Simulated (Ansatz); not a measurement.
FRb, triplet, at the geometry of the source list (a higher spin typed on purpose: for a closed-shell molecule this is an excited state) (core potentials on Rb); HF/def2-SVPD (Ansatz, an electronic-structure program).

Here is a job for Ansatz.
Ansatz 0.2 input:
```yaml
crystal:
  periodic: [false, false, false]
  atoms:
    - {symbol: Rb, position_ang: [-0.58730000, -0.48430000, -0.79330000]}
    - {symbol: F, position_ang: [0.58730000, 0.48430000, 0.79330000]}
basis:
  gaussian:
    orbitals: def2-SVPD
hamiltonian:
  xc: hf
magnetization: {spin_polarized: true, initial_magnetization: 2}
accuracy: high
```

The log (banner, timings and long lists left out):

```
Functional definition: HF
880 factors; integrals over basis functions are off by at most 3.2e-9 eV
mean field evaluation 1: about -3347.8223 eV, gradient 8.3e0 eV
mean field evaluation 2: about -3347.8243 eV, gradient 8.3e0 eV
mean field evaluation 4: about -3348.4117 eV, gradient 9.6e-1 eV
mean field evaluation 8: about -3348.4232 eV, gradient 6.5e-4 eV
mean field evaluation 16: about -3348.2048 eV, gradient 6.1e0 eV
mean field evaluation 32: about -3347.8169 eV, gradient 2.7e0 eV
mean field evaluation 64: about -3348.2358 eV, gradient 1.0e0 eV
mean field evaluation 96: about -3347.8223 eV, gradient 8.3e0 eV
mean field -3348.42321885 eV, -123.0522836499 hartree, gradient 2.3e-8 eV, S^2 2.004299; 2 other end points of the search recorded, 0 dependent functions left out
reference -3348.42321885 eV, -123.0522836499 hartree; 10, 8 occupied and 40, 42 virtual orbitals, 880 factors
Total energy: -3348.42321885 eV, -123.0522836499 hartree
```
